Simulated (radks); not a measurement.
Ba XLVII, configuration [Ne]. Method: scalar-relativistic Kohn-Sham, exchange-only LDA, spin-polarised, spherical densities, point nucleus; computed with a radial shooting solver on a logarithmic mesh with Libxc functionals. Some entries of the table are withheld. Estimate them.

orbital,occ.,eigenvalue (eV),<r^2> (bohr^2)
1s,2,(1),0.0008879
2s,2,-8900.755,(2)
2p,6,(3),0.01074

Answer. 
(1) 1s eigenvalue (eV): -40447.13
(2) 2s <r^2> (bohr^2): 0.01365
(3) 2p eigenvalue (eV): -8334.146
